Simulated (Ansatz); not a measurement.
System: AgH (charge 0, singlet). SMILES: [AgH]
Geometry from a B3LYP-D3(BJ)/def2-TZVP (Ansatz, an electronic-structure program) optimisation:
```
Ag
H 1 1.6191
```

Property: vertical electron affinity to the doublet, in eV. Set-up: UHF or UKS for open shells; def2 sets with scalar-relativistic core potentials past Kr; LANL2DZ with its own core potentials from Na on; no spin-orbit coupling; frozen cores in correlated levels (noble-gas shells and the d and f shells of earlier blocks); six Cartesian d functions in 6-31G* and its kin unless marked 5d; each state is the SCF solution reached for its charge and spin; STO-3G and 3-21G all-electron and non-relativistic. Ab initio and DFT rows: single points at B3LYP-D3(BJ) geometries (Ansatz). The spin state of an ion or metal species was assumed, not searched.

| level | program | vertical electron affinity to the doublet (eV) |
|---|---|---|
| HF/6-31G* with LANL2DZ past Ar | Ansatz | -0.11 |
| PBE/6-31G* with LANL2DZ past Ar | Ansatz | 0.38 |
| B3LYP/STO-3G | Ansatz | -3.08 |
| B3LYP/3-21G | Ansatz | 0.20 |
| B3LYP/6-31G* with LANL2DZ past Ar | Ansatz | 0.42 |
| MP2/6-31G* with LANL2DZ past Ar | Ansatz | 0.03 |
| PBE/def2-TZVPD | Ansatz | 0.40 |
| B3LYP/def2-TZVPD | Ansatz | 0.44 |
| wB97X-V/def2-TZVPD | Ansatz | 0.28 |

No value to compare with is used here. The 6 habitual levels span -3.08 (B3LYP/STO-3G) to 0.42 eV (B3LYP/6-31G* with LANL2DZ past Ar); wB97X-V/def2-TZVPD gives 0.28.

The levels are drawn from those run, B3LYP/6-31G* more often than the rest, none by its result; left out are runs that failed, that the program found above a lower state of the same kind, or whose <S^2> lies over 0.5 above the pure value.
